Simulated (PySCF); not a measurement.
## Mn: ionisation energy

Mn [Ar] 3d5 4s2 (6S) → Mn⁺ [Ar] 3d5 4s1 (7S), as a difference of total energies. All numbers are calculated (PySCF 2.14, scalar relativity by spin-free X2C-1e, in jorge-DZP-DKH (8s6p2d1f, 43 functions)). Correlated levels: valence: [Ar] frozen. The calculations carry no spin-orbit coupling.

```tsv
method	ionisation energy (eV)
UHF	5.951
PBE	6.964
TPSS	6.834
MP2 (valence)	6.671
SCS-MP2 (valence)	6.826
```

How much does correlation contribute at MP2 (valence)?

6.671 − (5.951) = 0.720 eV, measured against UHF.

Errors of the correlated levels include the incompleteness of this basis and the frozen core.

MP2 underrates the near-degeneracy of ns² with np² in the lower species.

For comparison: 7.434 eV (measured; NIST Atomic Spectra Database, ionization energies).
